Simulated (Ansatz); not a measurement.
Pt₄H₇, relaxed as a doublet with UKS r2SCAN-D4/def2-SVP in Ansatz, starting from the GFN1-xTB geometry. Force threshold 0.02 eV/Å.

In the def2 sets Pt takes a core potential; there is no spin–orbit coupling. The structure comes from a short search, and lower isomers may exist.

Start:

Cartesian coordinates in Å:
```
Pt 0.185 -0.484 1.415
Pt 1.274 0.514 -0.490
Pt -1.424 0.424 -0.130
Pt -0.085 -1.463 -0.854
H -2.511 1.642 -0.834
H -0.181 -2.692 -1.845
H 2.635 1.282 -1.331
H 0.532 -0.687 3.178
H -2.995 1.086 -0.630
H 0.496 -1.415 2.948
H 2.075 1.794 -1.426
```

**Question.** Estimate the energy that the relaxation releases and the steps that it takes.

**Answer.** 359.7 kJ/mol, in 23 steps; 4.5 min on 4 threads of Arm Neoverse V1 on a shared host. No frequencies were taken in this run, so the end may be a saddle point.

**Question.** Does the start keep its bonding?

**Answer.** By distances, no bond broke or formed. The bond that changes most is Pt1–Pt4, from 2.49 to 2.81 Å (atoms count from 1). A close non-bonded pair moves further: H7–H11, from 0.77 to 1.94 Å.

**Question.** Predict the relaxed structure.

**Answer.** 
```xyz
11

Pt   -0.2686   -0.2724    1.6884
Pt    1.0586    0.7826   -0.4255
Pt   -1.6968    0.0977   -0.5109
Pt    0.2105   -1.6612   -0.7011
H    -1.6333    1.6292   -0.6193
H     0.0206   -1.9730   -2.2021
H     2.5939    0.7787   -0.3180
H     0.6561   -0.0886    2.9218
H    -2.9680    0.8770   -0.0466
H     0.5455   -1.5247    2.0175
H     1.4816    1.3546   -1.8041
```
Bond lengths (bridged metal pairs left out): 6 × Pt–Pt 2.60 to 2.84 Å; 7 × H–Pt 1.53 to 1.56 Å.
